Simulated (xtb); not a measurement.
dimethylacetylene (C4H6), singlet, from a rough starting geometry; xtb with GFN2-xTB.

Here is a job for xtb.
```
$ xtb mol.xyz --gfn 2 --opt vtight --json

# file mol.xyz
10

C      0.03388184    -0.01465787     2.05332902
C     -0.00832036     0.02141150     0.63883099
C      0.00343490     0.02694548    -0.62026847
C     -0.04412100    -0.03097083    -2.11128952
H     -0.04010630     1.02579255     2.45327376
H     -0.84981877    -0.49745052     2.45211307
H      0.87481954    -0.50207877     2.51334899
H      0.00327364     1.01063442    -2.44154418
H      0.88104552    -0.47423091    -2.48372727
H     -0.89397638    -0.56597059    -2.48818457
```

It wrote (shortened):

```
   ID    Z sym.   atoms
    1    6 C      1-4
    2    1 H      5-10

           -------------------------------------------------
          |                Calculation Setup                |
           -------------------------------------------------

           -------------------------------------------------
          |                 G F N 2 - x T B                 |
           -------------------------------------------------

          ...................................................
          :                      SETUP                      :
          :.................................................:
          :  # basis functions                  22          :
          :  # atomic orbitals                  22          :
          :  # shells                           14          :
          :  # electrons                        22          :
          :  max. iterations                   250          :
          :  Hamiltonian                  GFN2-xTB          :
          :  restarted?                      false          :
          :  GBSA solvation                  false          :
          :  PC potential                    false          :
          :  electronic temp.          300.0000000     K    :
          :  accuracy                    1.0000000          :
          :  -> integral cutoff          0.2500000E+02      :
          :  -> integral neglect         0.1000000E-07      :
          :  -> SCF convergence          0.1000000E-05 Eh   :
          :  -> wf. convergence          0.1000000E-03 e    :
          :  Broyden damping             0.4000000          :
          :  net charge                          0          :
          :  unpaired electrons                  0          :
          ...................................................

 iter      E             dE          RMSdq      gap      omega  full diag
   1    -11.7614901 -0.117615E+02  0.601E+00    6.09       0.0  T
   2    -11.7692256 -0.773547E-02  0.349E+00    6.08       1.0  T
   3    -11.7540079  0.152177E-01  0.133E+00    6.03       1.0  T
   4    -11.7669954 -0.129875E-01  0.619E-01    6.01       1.0  T
   5    -11.7705973 -0.360193E-02  0.657E-02    6.02       1.0  T
   6    -11.7706058 -0.846507E-05  0.285E-02    6.02       1.1  T
   7    -11.7706060 -0.225194E-06  0.406E-03    6.02       7.8  T
   8    -11.7706060 -0.254631E-07  0.598E-04    6.02      52.9  T
   9    -11.7706060 -0.398762E-09  0.235E-04    6.02     134.4  T

   *** convergence criteria satisfied after 9 iterations ***

         :::::::::::::::::::::::::::::::::::::::::::::::::::::
         ::                     SUMMARY                     ::
         :::::::::::::::::::::::::::::::::::::::::::::::::::::
         :: total energy             -11.544683211645 Eh    ::
         :: gradient norm              0.167916952741 Eh/a0 ::
         :: HOMO-LUMO gap              6.016583230976 eV    ::
         ::.................................................::
         :: SCC energy               -11.770606580217 Eh    ::
         :: -> isotropic ES            0.003513383555 Eh    ::
         :: -> anisotropic ES          0.002067734150 Eh    ::
         :: -> anisotropic XC          0.010054203256 Eh    ::
         :: -> dispersion             -0.003705366707 Eh    ::
         :: repulsion energy           0.225923368572 Eh    ::
         :: add. restraining           0.000000000000 Eh    ::
         :: total charge               0.000000000000 e     ::
         :::::::::::::::::::::::::::::::::::::::::::::::::::::

      -----------------------------------------------------------
     |                   =====================                   |
     |                        A N C O P T                        |
     |                   =====================                   |
     |               Approximate Normal Coordinate               |
     |                Rational Function Optimizer                |
      -----------------------------------------------------------
      -----------------------------------------------------------
     |                   =====================                   |
     |                        A N C O P T                        |
     |                   =====================                   |
     |               Approximate Normal Coordinate               |
     |                Rational Function Optimizer                |
      -----------------------------------------------------------

          ...................................................
          :                      SETUP                      :
          :.................................................:
          :   optimization level         verytight          :
          :   max. optcycles                   200          :
          :   ANC micro-cycles                  20          :
          :   degrees of freedom                24          :
          :.................................................:
          :   RF solver                   davidson          :
          :   write xtbopt.log                true          :
          :   linear?                        false          :
          :   energy convergence         0.1000000E-06 Eh   :
          :   grad. convergence          0.2000000E-03 Eh/α :
          :   maxmium RF displ.          1.0000000          :
          :   Hlow (freq-cutoff)         0.1000000E-01      :
          :   Hmax (freq-cutoff)         5.0000000          :
          :   S6 in model hess.         20.0000000          :
          ...................................................

generating ANC from exact Hessian ...
Using Lindh-Hessian (1995)
 Shifting diagonal of input Hessian by    8.4109439576370900E-003
 Lowest  eigenvalues of input Hessian
    0.000000    0.000000    0.000000    0.000000    0.000000    0.000000
    0.010000    0.010388    0.010650    0.053678    0.056942    0.065228
    0.101644    0.109792    0.118067    0.123276    0.129872    0.133369
[...]
 * total energy  :   -11.5446832 Eh     change       -0.8970602E-11 Eh
 * total energy  :   -11.5563530 Eh     change       -0.1166979E-01 Eh
 * total energy  :   -11.5573640 Eh     change       -0.1011010E-02 Eh
 * total energy  :   -11.5574917 Eh     change       -0.1277357E-03 Eh
 * total energy  :   -11.5575112 Eh     change       -0.1941947E-04 Eh
 * total energy  :   -11.5575238 Eh     change       -0.1259351E-04 Eh
 * total energy  :   -11.5575292 Eh     change       -0.5438549E-05 Eh
 * total energy  :   -11.5575345 Eh     change       -0.5295473E-05 Eh
 * total energy  :   -11.5575358 Eh     change       -0.1274236E-05 Eh
 * total energy  :   -11.5575359 Eh     change       -0.1247478E-06 Eh
 * total energy  :   -11.5575360 Eh     change       -0.8882333E-07 Eh
   *** GEOMETRY OPTIMIZATION CONVERGED AFTER 11 ITERATIONS ***
[...]
   3    -11.8179024  0.172307E-12  0.453E-06    6.92    6988.3  T

   *** convergence criteria satisfied after 3 iterations ***

         :::::::::::::::::::::::::::::::::::::::::::::::::::::
         ::                     SUMMARY                     ::
         :::::::::::::::::::::::::::::::::::::::::::::::::::::
         :: total energy             -11.557535980098 Eh    ::
         :: gradient norm              0.000104485021 Eh/a0 ::
         :: HOMO-LUMO gap              6.915486521808 eV    ::
         ::.................................................::
         :: SCC energy               -11.817902632138 Eh    ::
         :: -> isotropic ES            0.003394287096 Eh    ::
         :: -> anisotropic ES          0.001720732730 Eh    ::
         :: -> anisotropic XC          0.009452590868 Eh    ::
         :: -> dispersion             -0.003752062826 Eh    ::
         :: repulsion energy           0.260366652040 Eh    ::
         :: add. restraining           0.000000000000 Eh    ::
         :: total charge              -0.000000000000 e     ::
         :::::::::::::::::::::::::::::::::::::::::::::::::::::

           -------------------------------------------------
          |                Property Printout                |
           -------------------------------------------------

    * Orbital Energies and Occupations

         #    Occupation            Energy/Eh            Energy/eV
      -------------------------------------------------------------
         1        2.0000           -0.6069359             -16.5156
         2        2.0000           -0.5986596             -16.2904
         3        2.0000           -0.5776322             -15.7182
         4        2.0000           -0.5068386             -13.7918
         5        2.0000           -0.4867492             -13.2451
         6        2.0000           -0.4867437             -13.2450
         7        2.0000           -0.4754379             -12.9373
         8        2.0000           -0.4754322             -12.9372
         9        2.0000           -0.4607838             -12.5386
        10        2.0000           -0.3828796             -10.4187
        11        2.0000           -0.3828774             -10.4186 (HOMO)
        12                         -0.1287379              -3.5031 (LUMO)
        13                         -0.1287327              -3.5030
        14                          0.0673488               1.8327
        15                          0.1761695               4.7938
        16                          0.1817406               4.9454
        17                          0.2277658               6.1978
        18                          0.2277943               6.1986
        19                          0.2491800               6.7805
        20                          0.2492054               6.7812
        21                          0.3298580               8.9759
        22                          1.4342692              39.0285
      -------------------------------------------------------------
                  HL-Gap            0.2541395 Eh            6.9155 eV
             Fermi-level           -0.2558077 Eh           -6.9609 eV

     #   Z          covCN         q      C6AA      α(0)
     1   6 C        3.753    -0.083    22.153     6.712
     2   6 C        1.960    -0.060    32.683     9.232
     3   6 C        1.960    -0.060    32.682     9.232
     4   6 C        3.753    -0.083    22.153     6.712
     5   1 H        0.925     0.048     2.349     2.397
     6   1 H        0.925     0.048     2.349     2.397
     7   1 H        0.925     0.048     2.349     2.397
     8   1 H        0.925     0.048     2.349     2.397
     9   1 H        0.925     0.048     2.349     2.397
    10   1 H        0.925     0.048     2.349     2.397

 Mol. C6AA /au·bohr⁶  :        900.118775
 Mol. C8AA /au·bohr⁸  :      20701.966408
 Mol. α(0) /au        :         46.268418

Wiberg/Mayer (AO) data.
largest (>0.10) Wiberg bond orders for each atom

 ---------------------------------------------------------------------------
     #   Z sym  total        # sym  WBO       # sym  WBO       # sym  WBO
 ---------------------------------------------------------------------------
     1   6 C    3.998 --     2 C    1.063     6 H    0.967     5 H    0.967
                             7 H    0.967
     2   6 C    3.978 --     3 C    2.812     1 C    1.063
     3   6 C    3.978 --     2 C    2.812     4 C    1.063
     4   6 C    3.998 --     3 C    1.063    10 H    0.967     9 H    0.967
                             8 H    0.967
     5   1 H    0.998 --     1 C    0.967
     6   1 H    0.998 --     1 C    0.967
     7   1 H    0.998 --     1 C    0.967
     8   1 H    0.998 --     4 C    0.967
     9   1 H    0.998 --     4 C    0.967
    10   1 H    0.998 --     4 C    0.967
 ---------------------------------------------------------------------------

Topologies differ in total number of bonds
Writing topology from bond orders to xtbtopo.mol

molecular dipole:
                 x           y           z       tot (Debye)
 q only:        0.000       0.000       0.000
   full:        0.000       0.000       0.000       0.001
molecular quadrupole (traceless):
                xx          xy          yy          xz          yz          zz
 q only:       -1.401      -0.000      -1.401       0.007       0.014       2.803
  q+dip:       -2.792       0.000      -2.792       0.013       0.030       5.584
   full:       -1.940       0.000      -1.939       0.010       0.020       3.879

optimized geometry written to: xtbopt.xyz

           -------------------------------------------------
          | TOTAL ENERGY              -11.557535980098 Eh   |
          | GRADIENT NORM               0.000104485021 Eh/α |
          | HOMO-LUMO GAP               6.915486521808 eV   |
           -------------------------------------------------

normal termination of xtb
```
